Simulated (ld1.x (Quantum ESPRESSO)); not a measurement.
What one change does to a pseudopotential (tungsten, PAW)

| Property | Result |
| --- | --- |
| Element | tungsten |
| Generator | ld1.x (Quantum ESPRESSO) 7.5 |
| Type | PAW |
| Functional | PBEsol |
| Relativity | scalar-relativistic |
| Frozen core | [Xe] |
| Valence charge | 20 |
| Reference configuration | 4f13.5 5d4.5 6s2 6p0 |
| Partial waves | 6s (bound): rcut 2.65, rcutus 3.05 bohr; 6s channel at 1.8 Ry: rcut 2.65, rcutus 3.05 bohr; 6p (bound, empty): rcut 2.95, rcutus 3.90 bohr; 6p channel at 2.1 Ry: rcut 2.95, rcutus 3.90 bohr; 5d (bound): rcut 2.10, rcutus 2.25 bohr; 5d channel at 0.3 Ry: rcut 2.10, rcutus 2.25 bohr; 4f (bound): rcut 0.75, rcutus 1.00 bohr; 4f channel at -0.4 Ry: rcut 0.75, rcutus 1.00 bohr |
| Local potential | all-electron potential smoothed inside 2.40 bohr (lloc = -1) |
| Core correction | Bessel-smoothed model core, default radius (core density twice the valence density) |
| Augmentation charge | BESSEL, radius 0.85 bohr |

Change: local potential all-electron potential smoothed inside 3.24 bohr (lloc = -1).

Cutoffs: the cutoffs (Ry, on a coarse ladder) from which the occupation-weighted sum of valence levels, in a spherical-Bessel basis at the reference potential, stays within 10 and 1 mRy of its value at 400 Ry; they do not see the model core or the augmentation charge, which bear on the density cutoff. Errors are all-electron minus pseudo energies relative to the spin-unpolarised reference configuration.

Problem. Predict the effect on cutoff, ghosts and configuration errors.

Solution. The number of tests that count goes from 7 to 6; of the 6 tests that both files solve, the error grows in 5 and shrinks in 0 by more than 15 % and 0.3 meV (median size 254.4 → 419.7 meV); the range in which the s phases agree widens (upper end 1.1 → 3.9); the range in which the d phases agree narrows (upper end at the end of the scan → 3.1); neither file shows a bound ghost at the reference potential, the only one tested. The local part now departs from the all-electron potential out to 3.24 bohr, far beyond the f radius of 1.00 bohr, and whatever the projectors do not describe feels it: the likely cause.

```tsv
quantity	base	changed
cutoff, loose	230 Ry	230 Ry
cutoff, tight	over 300 Ry	over 300 Ry
bound ghosts	none	none
tests counted (converged, no solver errors)	7 of 7	6 of 7
error for 4f14 5d4 6s2 6p0, meV [ΔE -15.37 eV]	-253	-418
error for 4f14 5d4 6s1 6p0, meV [ΔE -6.44 eV]	-194	-422
error for 4f14 5d4 6s0 6p0, meV [ΔE 9.25 eV]	-255	-471
error for 4f14 5d4.5 6s1.5 6p0, meV [ΔE -14.67 eV]	-249	-459
error for 4f13 5d5 6s1 6p0, meV [ΔE 26.50 eV]	-279	-388
error for 4f14 5d3 6s2 6p1, meV [ΔE -11.30 eV]	-289	-332
s: phases at 4.27 bohr within 0.05 rad from the reference energy up to (Ry; the scan ends near 5)	1.1	3.9
p: phases at 4.27 bohr within 0.05 rad from the reference energy up to (Ry; the scan ends near 5)	2.9	3.6
d: phases at 4.27 bohr within 0.05 rad from the reference energy up to (Ry; the scan ends near 5)	to the end of the scan	3.1
f: phases at 4.27 bohr within 0.05 rad from the reference energy up to (Ry; the scan ends near 5)	2.4	2.2
lowest overlap eigenvalue by channel	s 0.55, p 0.72, d 0.94, f 1.00	s 0.62, p 0.75, d 0.99, f 1.00
```

Changed file: Tests not counted: 4f14 5d2 6s0 6p0 (solver errors, printed error -4591 eV).
